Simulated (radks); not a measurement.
Q: Mn3+, configuration [Ar] 3d4. All-electron calculation, Dirac Kohn-Sham, PBE, spin-unpolarised, spherical densities, finite nucleus; open shells are shared between the two j in proportion to 2j + 1; Fermi nuclear charge, rms radius 3.7057 fm. Program: a radial shooting solver on a logarithmic mesh with Libxc functionals. Some entries of the table are withheld. Estimate them.

| orbital | occ. | eigenvalue (eV) | <r^2> (bohr^2) |
|---|---|---|---|
| 1s1/2 | 2 | -6465.094 | 0.004988 |
| 2s1/2 | 2 | (1) | (2) |
| 2p1/2 | 2 | (3) | 0.07398 |
| 2p3/2 | 4 | (4) | 0.07563 |
| 3s1/2 | 2 | (5) | 0.8201 |
| 3p1/2 | 2 | (6) | 0.9159 |
| 3p3/2 | 4 | (7) | 0.9331 |
| 3d3/2 | 1.6 | -41.2862 | 1.364 |
| 3d5/2 | 2.4 | -41.1450 | 1.372 |
| 4s1/2 | 0 | -30.1621 | 6.150 |
| 4p1/2 | 0 | -23.5209 | (8) |
| 4p3/2 | 0 | -23.3625 | (9) |

A: 
(1) 2s1/2 eigenvalue (eV): -780.8483
(2) 2s1/2 <r^2> (bohr^2): 0.09215
(3) 2p1/2 eigenvalue (eV): -674.0560
(4) 2p3/2 eigenvalue (eV): -663.6272
(5) 3s1/2 eigenvalue (eV): -121.8092
(6) 3p1/2 eigenvalue (eV): -91.1532
(7) 3p3/2 eigenvalue (eV): -89.8461
(8) 4p1/2 <r^2> (bohr^2): 7.948
(9) 4p3/2 <r^2> (bohr^2): 8.046
